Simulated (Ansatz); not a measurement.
Isolated molecules relaxed with PBE0-D4/def2-TZVP in Ansatz; ΔE leaves out vibrations. CCSD(T)/CBS adds triple-zeta CCSD(T) − MP2 to the extrapolated MP2 energy (def2 sets, frozen cores). This one scheme is used for every species. Functionals use def2-TZVPP. B3LYP here is the variant with VWN-RPA as its local correlation; programs differ in this. One conformer a species, not always the lowest.

`CC(C)BS` + `N[SiH](O)F` → `O[SiH](F)NBS` + propane  (ligand exchange at a B–C bond)

```
             level  ΔE (kJ/mol)  difference from CCSD(T)/CBS
            PBE-D4       -108.6                         -0.4
         r2SCAN-D4       -111.8                         -3.6
            B97M-V       -110.9                         -2.7
          B3LYP-D4       -114.4                         -6.2
        r2SCANh-D4       -112.2                         -4.0
      CAM-B3LYP-D4       -115.6                         -7.4
           ωB97M-V       -110.8                         -2.6
               PBE       -110.1                         -1.9
              BLYP       -115.9                         -7.7
             B3LYP       -116.6                         -8.4
             BHLYP       -118.4                        -10.2
         CAM-B3LYP       -116.9                         -8.7
       HF/def2-SVP       -132.4                        -24.2
SCS-MP2/def2-TZVPP       -111.8                         -3.6
      HF/CBS(def2)       -122.3                        -14.1
     MP2/CBS(def2)       -107.6                          0.6
       CCSD(T)/CBS       -108.2                            0
```

Largest T1 diagnostic among the species: 0.012.

At CCSD(T), def2-SVP lies −16.6 kJ/mol from the extrapolated value and def2-TZVPP −1.7 kJ/mol. In def2-TZVPP, CCSD(T) changes the Hartree–Fock value by +12.4 kJ/mol (the triples alone add +1.4 kJ/mol) and MP2 by +13.1 kJ/mol. Leaving LDA and LC-ωPBE aside and taking each functional with its dispersion term where it has one, the values, not all of them listed here, spread over 9.1 kJ/mol, from BHLYP-D4 to revPBE-D4.
